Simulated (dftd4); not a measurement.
F₂Ge, charge +1, doublet, at a GFN2-xTB geometry (a state made from the parent by changing its charge; the spin is typed, not shown lowest); D4 for pbe (dftd4 4.2.0).

Input for dftd4:
```
$ dftd4 mol.xyz --func pbe --charge 1 --json dftd4.json --noedisp

# file mol.xyz
3

Ge     0.00968897    -0.00677150     0.30189338
F      0.79518697     1.45460593    -0.53041594
F     -0.82963666    -1.43052947    -0.54298275
```

It wrote (shortened):

```
                    ____  _____ _____     ____  _  _
      -------------|  _ \|  ___|_   _|---|  _ \| || |------------
     |             | | | | |_    | | ___ | | | | || |_           |
     |             | |_| |  _|   | ||___|| |_| |__   _|          |
     |             |____/|_|     |_|     |____/   |_|            |
     |             ===================================           |
     |            E. Caldeweyher, S. Ehlert & S. Grimme          |
     |          Mulliken Center for Theoretical Chemistry        |
     |                    University of Bonn                     |
      -----------------------------------------------------------

Rational (Becke-Johnson) damping: pbe-D4-ATM
---------------------
  s6         1.0000
  s8         0.9595
  s9         1.0000
  a1         0.3857
  a2         4.8069
 alp        16.0000
--------------------

Dispersion energy:      -1.1281704415263E-03 Eh

[Info] JSON dump of results written to 'dftd4.json'
```
